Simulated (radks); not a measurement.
Results of a calculation; reference values are marked as such.
Problem. Ionisation of Ca2+, [Ar], to Ca3+, [Ne] 3s2 3p5, under several functionals. Dirac Kohn-Sham, spin-unpolarised, spherical densities, finite nucleus; open shells are shared between the two j in proportion to 2j + 1; a radial shooting solver on a logarithmic mesh with Libxc functionals. The NIST Atomic Spectra Database gives 50.913 eV (measured). Rank these functionals by the error of their Delta-SCF ionisation energy: OLYP; PW91; exchange-only B88; LDA (Slater exchange, Perdew-Zunger correlation); BP86; LDA (Slater exchange, Perdew-Wang correlation); BLYP.

Solution. From best to worst: BLYP 51.106 eV (+0.193); LDA (Slater exchange, Perdew-Zunger correlation) 51.305 eV (+0.392); LDA (Slater exchange, Perdew-Wang correlation) 51.311 eV (+0.398); BP86 51.334 eV (+0.421); PW91 51.345 eV (+0.432); OLYP 51.416 eV (+0.502); exchange-only B88 50.036 eV (-0.877). Spin polarisation and multiplet splitting are left out, so open shells lie too high by an amount that depends on their filling.

Beside tabulated values, note that spin-unpolarised runs miss the spin-polarisation part of the exchange energy of open shells.
